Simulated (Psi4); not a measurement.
Cl3OTa, singlet, geometry from GFN2-xTB (such geometries of metal compounds can be far from the true shape) (core potentials on Ta); SCAN/def2-SV(P) in Psi4.

Input for Psi4:
```
memory 2 GB

molecule {
0 1
Ta    0.15665099    0.08849969   -0.15002696
O     1.28874592    0.72807464   -1.23425093
Cl    1.08693711   -0.91589593    1.59030402
Cl   -1.17072286   -1.42716546   -1.06863054
Cl   -1.19536069    1.62040996    0.70338389
}

set {
  basis def2-sv(p)
}

energy('scan')
print_variables()
```

Problem. What does Psi4 print? Leave out banner, timings and long lists.

Solution. 
```
   => Loading Basis Set <=

    Name: DEF2-SV(P)
    Role: ORBITAL
    Keyword: BASIS

    !!!  WARNING: ECP capability is in beta. Please check occupations closely.  !!!

         ---------------------------------------------------------
                                   SCF
               by Justin Turney, Rob Parrish, Andy Simmonett
                          and Daniel G. A. Smith
                              RKS Reference
         ---------------------------------------------------------

  ==> Geometry <==

    Molecular point group: c1
    Full point group: C1

    Geometry (in Angstrom), charge = 0, multiplicity = 1:

       Center              X                  Y                   Z               Mass
    ------------   -----------------  -----------------  -----------------  -----------------
         TA           0.142641423444     0.080585010362    -0.136609791189   180.947995800000
         O            1.274736353444     0.720159960362    -1.220833761189    15.994914619570
         CL           1.072927543444    -0.923810609638     1.603721188811    34.968852682000
         CL          -1.184732426556    -1.435080139638    -1.055213371189    34.968852682000
         CL          -1.209370256556     1.612495280362     0.716801058811    34.968852682000

  Running in c1 symmetry.

  Rotational constants: A =      0.05121  B =      0.05121  C =      0.03879 [cm^-1]
  Rotational constants: A =   1535.34192  B =   1535.34192  C =   1162.84561 [MHz]
  Nuclear repulsion =  387.032583867563233

  Charge       = 0
  Multiplicity = 1
  Electrons    = 72
  Nalpha       = 36
  Nbeta        = 36

  ==> Algorithm <==

  SCF Algorithm Type is DF.
  DIIS enabled.
  MOM disabled.
  Fractional occupation disabled.
  Guess Type is SAD.
  Energy threshold   = 1.00e-06
  Density threshold  = 1.00e-06
  Integral threshold = 1.00e-12

  ==> Primary Basis <==

  Basis Set: DEF2-SV(P)
    Blend: DEF2-SV(P)
    Number of shells: 41
    Number of basis functions: 93
    Number of Cartesian functions: 99
    Spherical Harmonics?: true
    Max angular momentum: 2

  Core potential: DEF2-SV(P)
    Number of shells: 4
    Number of ECP primitives: 10
    Number of ECP core electrons: 60
    Max angular momentum: 3

  ==> DFT Potential <==

   => LibXC <=

    Version 7.1.2
    S. Lehtola, C. Steigemann, M. J. T. Oliveira, and M. A. L. Marques,  SoftwareX 7, 1–5 (2018) (10.1016/j.softx.2017.11.002)

   => Composite Functional: SCAN <=

    SCAN Meta-GGA XC Functional  (10.1103/PhysRevLett.115.036402)
    J. Sun, A. Ruzsinszky, J. P. Perdew  Phys. Rev. Lett. 115, 036402, 2015

    Deriv               =              1
    GGA                 =           TRUE
    Meta                =           TRUE

    Exchange Hybrid     =          FALSE
    MP2 Hybrid          =          FALSE

   => Exchange Functionals <=

    1.0000   XC_MGGA_X_SCAN

   => Correlation Functionals <=

    1.0000   XC_MGGA_C_SCAN

   => LibXC Density Thresholds  <==

    XC_MGGA_C_SCAN:  1.00E-15
    XC_MGGA_X_SCAN:  1.00E-15

   => Molecular Quadrature <=

    Radial Scheme          =       TREUTLER
    Pruning Scheme         =           NONE
    Nuclear Scheme         =       TREUTLER

    Blocking Scheme        =         OCTREE
    BS radius alpha        =              1
    Pruning alpha          =              1
    Radial Points          =             75
    Spherical Points       =            302
    Total Points           =         107819
    Total Blocks           =            906
    Max Points             =            255
    Max Functions          =             89
    Weights Tolerance      =       1.00E-15

   => Loading Basis Set <=

    Name: (DEF2-SV(P) AUX)
    Role: JKFIT
    Keyword: DF_BASIS_SCF

  ==> Integral Setup <==

  SCF_SUBTYPE=INCORE selected. In-core MEM_DF algorithm will be used.
  Using in-core AOs.

  ==> MemDFJK: Density-Fitted J/K Matrices <==

    J tasked:                   Yes
    K tasked:                    No
    wK tasked:                   No
    Algorithm:                 Core
    Schwarz Cutoff:           1E-12
    Mask sparsity (%):       5.0873
    Fitting Condition:        1E-10

   => Auxiliary Basis Set <=

  Basis Set: (DEF2-SV(P) AUX)
    Blend: DEF2-UNIVERSAL-JKFIT
    Number of shells: 184
    Number of basis functions: 688
    Number of Cartesian functions: 899
    Spherical Harmonics?: true
    Max angular momentum: 6

  Minimum eigenvalue in the overlap matrix is 1.2442397332E-02.
  Reciprocal condition number of the overlap matrix is 3.0744696546E-03.
    Using symmetric orthogonalization.

  ==> Pre-Iterations <==

  SCF Guess: Superposition of Atomic Densities via on-the-fly atomic UHF (no occupation information).

   -------------------------
    Irrep   Nso     Nmo
   -------------------------
     A         93      93
   -------------------------
    Total      93      93
   -------------------------

  ==> Iterations <==

                           Total Energy        Delta E     RMS |[F,P]|

   @DF-RKS iter SAD: -1512.26771057303654   -1.51227e+03   0.00000e+00
   @DF-RKS iter   1: -1512.27305079821531   -5.34023e-03   1.08401e-02 ADIIS/DIIS
   @DF-RKS iter   2: -1503.99350210016814    8.27955e+00   3.53083e-02 ADIIS/DIIS
   @DF-RKS iter   3: -1512.65339234388534   -8.65989e+00   4.64652e-03 ADIIS/DIIS
   @DF-RKS iter   4: -1512.66504642359882   -1.16541e-02   4.14627e-03 ADIIS/DIIS
   @DF-RKS iter   5: -1512.73686962026954   -7.18232e-02   7.53938e-04 ADIIS/DIIS
   @DF-RKS iter   6: -1512.73765879426287   -7.89174e-04   6.37200e-04 ADIIS/DIIS
   @DF-RKS iter   7: -1512.73912429142547   -1.46550e-03   9.63007e-05 DIIS
   @DF-RKS iter   8: -1512.73916981849447   -4.55271e-05   2.95952e-05 DIIS
   @DF-RKS iter   9: -1512.73917353087745   -3.71238e-06   1.00446e-05 DIIS
   @DF-RKS iter  10: -1512.73917391808732   -3.87210e-07   1.51891e-06 DIIS
   @DF-RKS iter  11: -1512.73917392777139   -9.68407e-09   3.16718e-07 DIIS
  Energy and wave function converged.

  ==> Post-Iterations <==

   Electrons on quadrature grid:
      Ntotal   =   72.0000086636 ; deviation = 8.664e-06

    Orbital Energies [Eh]
    ---------------------

    Doubly Occupied:

[...]
    Virtual:

[...]
    Final Occupation by Irrep:
              A
    DOCC [    36 ]
    NA   [    36 ]
    NB   [    36 ]

  @DF-RKS Final Energy: -1512.73917392777139

   => Energetics <=

    Nuclear Repulsion Energy =            387.0325838675632326
    One-Electron Energy =               -2874.7000863223947817
    Two-Electron Energy =                1075.2261477234833364
    DFT Exchange-Correlation Energy =    -100.2978191964228927
    Empirical Dispersion Energy =           0.0000000000000000
    VV10 Nonlocal Energy =                  0.0000000000000000
    Total Energy =                      -1512.7391739277713896

Computation Completed

Properties will be evaluated at   0.000000,   0.000000,   0.000000 [a0]

Properties computed using the SCF density matrix

 Multipole Moments:

 ------------------------------------------------------------------------------------
     Multipole            Electronic (a.u.)      Nuclear  (a.u.)        Total (a.u.)
 ------------------------------------------------------------------------------------

 L = 1.  Multiply by 2.5417464519 to convert [e a0] to [Debye]
 Dipole X            :         19.3490035          -19.6677934           -0.3187899
 Dipole Y            :         10.9319892          -11.1112838           -0.1792946
 Dipole Z            :        -18.5306256           18.8361353            0.3055097
 Magnitude           :                                                    0.4765603

 ------------------------------------------------------------------------------------

  Variable Map:
  ----------------------------------------------------------------------------
[...]
  Array Variable Map:
  ----------------------------------------------------------------------------
[...]
[...]
```
